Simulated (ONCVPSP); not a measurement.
# Co (Z = 27), ONCV: configuration errors across variants

ONCVPSP 4.0.1 input, shortened (lines: element, Z, core and valence counts, functional; n l f; lmax; l rc ep ncon nbas qcut; lloc lpopt rc5 dvloc0; l nproj debl; icmod fcfact rcfact), LDA (Perdew-Wang 92), non-relativistic:

```
  Co 27.00    4    4  -001012      upf
    1    0    2.00
    2    0    2.00
    2    1    6.00
    3    0    2.00
    3    1    6.00
    3    2    7.00
    4    0    1.50
    4    1    0.50
    2
    0    2.55    0.00    4    6    2.80
    1    1.30    0.00    3    7   10.40
    2    1.05    0.00    4    9   13.10
    4    2    1.00    0.00
    0    1    1.00
    1    2    3.50
    2    1    3.70
    3    4.25    1.25
```

All-electron excitation energies from the reference (eV): (1) 3p6 3d7 4s2 4p0 -2.105; (2) 3p6 3d7 4s1 4p0 7.031; (3) 3p6 3d7 4s0 4p0 23.858; (4) 3p6 3d7 4s1 4p1 2.174.

A true bound ghost makes a file unfit for plane-wave use even where its test errors are small: the radial tests pick states by their node count and pass the ghost by.

Errors AE − PS in meV (a dash: test not solved or not reliable):

```tsv
change	(1)	(2)	(3)	(4)	bound ghosts	GHOST(+) flags above zero
base	-1.2	-1.4	-22	-1.4	s	none
all radii but the core radius scaled by about 0.78 (s 2.00, p 1.02, d 0.82 bohr); local potential polynomial inside 0.78 bohr (lpopt 2, dvloc0 0 Ha)	-1.1	-0.8	-21	-1.3	s	none
all radii but the core radius scaled by about 0.92 (s 2.34, p 1.20, d 0.96 bohr); local potential polynomial inside 0.92 bohr (lpopt 2, dvloc0 0 Ha)	-1.1	-1.0	-21	-1.2	s	none
all radii but the core radius scaled by about 1.07 (s 2.72, p 1.38, d 1.12 bohr); local potential polynomial inside 1.06 bohr (lpopt 2, dvloc0 0 Ha)	-1.6	-2.5	-26	-1.7	s	none
all radii but the core radius scaled by about 1.11 (s 2.82, p 1.44, d 1.16 bohr); local potential polynomial inside 1.10 bohr (lpopt 2, dvloc0 0 Ha)	-2.2	-5.4	–	-2.1	s	none
all radii but the core radius scaled by about 1.20 (s 3.04, p 1.56, d 1.26 bohr); local potential polynomial inside 1.20 bohr (lpopt 2, dvloc0 0 Ha)	-1.2	+5.7	-43	-1.9	none	s
all radii but the core radius scaled by about 1.24 (s 3.16, p 1.60, d 1.30 bohr); local potential polynomial inside 1.24 bohr (lpopt 2, dvloc0 0 Ha)	-1.7	+4.0	-52	-2.4	none	s
all radii but the core radius scaled by about 1.32 (s 3.38, p 1.72, d 1.38 bohr); local potential polynomial inside 1.32 bohr (lpopt 2, dvloc0 0 Ha)	-2.6	+2.6	-76	-3.4	none	s
```

Question: Give the same row for: all radii but the core radius scaled by about 0.84 (s 2.14, p 1.08, d 0.88 bohr); local potential polynomial inside 0.84 bohr (lpopt 2, dvloc0 0 Ha).

Answer: -1.1, -0.9, -21, -1.3; bound ghosts: s; GHOST(+) flags above zero: none.
